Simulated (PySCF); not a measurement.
**AlAsH6: core ionisation energies**

Species: Al(AsH3)H3.
Geometry (PBE0-D3(BJ)/def2-SVP, Å), atoms numbered from 1 in this order:
```
atom  x, y, z in Å
Al1   -0.006    0.012   -1.527
As2    0.002   -0.003    1.099
H3     0.771    1.052    1.858
H4     0.548   -1.209    1.826
H5    -1.299    0.115    1.856
H6     1.585   -0.025   -1.704
H7    -0.770    1.406   -1.705
H8    -0.832   -1.348   -1.703
```

Method: delta-SCF UKS SCAN, pcX-2 on the ionised atom, pcseg-1 elsewhere, spin-free X2C in PySCF. Vertical ΔSCF values, vacuum level as zero.

Question: What binding energy does each computed site have?

Answer: 
```
atom(s)   bonded to  level  binding energy (eV)  count
    Al1  3 H and As  Al 1s              1565.76      1
```

Question: What is the longest wavelength that can ionise Al 1s of Al1 vertically?

Answer: λ = hc/E = 12398.42 eV Å / 1565.76 eV = 7.918 Å.

Question: Express the binding energy of Al 1s of Al1 in atomic units and per mole.

Answer: 1565.76 eV = 57.5406 Eh = 151073 kJ/mol.

No level of arsenic is listed. Isolated species at its PBE0-D3(BJ)/def2-SVP geometry, gas phase.
